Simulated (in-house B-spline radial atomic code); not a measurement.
A run on Mo8+ that did not converge. Method: scalar-relativistic (X2C) wB97X, spin-polarised, spherical fractional occupations, Fermi nucleus of rms radius 4.4091 fm; computed with an all-electron radial atomic-structure program (B-spline basis).

Command:
```bash
python run_scf.py task.json out
```
Settings (nuclear radius in fm, mass in u):
```
Z                42
configuration    [Ar] 3d10 4s2 4p4
hamiltonian      x2c
method           wb97x
spin_polarised   True
nucleus          fermi
rms_radius       4.4091
atomic_mass      97.9054
speed_of_light   137.035999084
```

First and last ten iterations of the last attempt (damped for 15 steps, keeping 80 % of the old Fock matrix, then DIIS):
```
 iter        energy (Eh)    residual
    1       -4021.145832    7.75e-01
    2       -4028.330607    4.98e-01
    3       -4029.471378    3.49e-01
    4       -4030.048479    2.44e-01
    5       -4030.336293    1.70e-01
    6       -4030.478282    1.18e-01
    7       -4030.547788    8.14e-02
    8       -4030.581638    5.63e-02
    9       -4030.598075    3.89e-02
   10       -4030.606050    2.69e-02
  111       -4030.613636    1.76e-06
  112       -4030.613636    1.66e-06
  113       -4030.613636    1.90e-06
  114       -4030.613636    1.68e-06
  115       -4030.613636    1.27e-06
  116       -4030.613636    4.33e-06
  117       -4030.613636    5.58e-06
  118       -4030.613636    1.44e-05
  119       -4030.613636    2.77e-06
  120       -4030.613636    1.18e-05
 not converged after 120 iterations
```

The smallest residual met was 7.3e-07; the threshold is about 4e-07. Over the last five steps the energy moves by less than 1e-07 hartree, but the orbitals didn't meet the threshold. Cost of the run: 9.5 s on 1 thread of Intel(R) Xeon(R) Platinum 8375C CPU @ 2.90GHz, on a shared host.
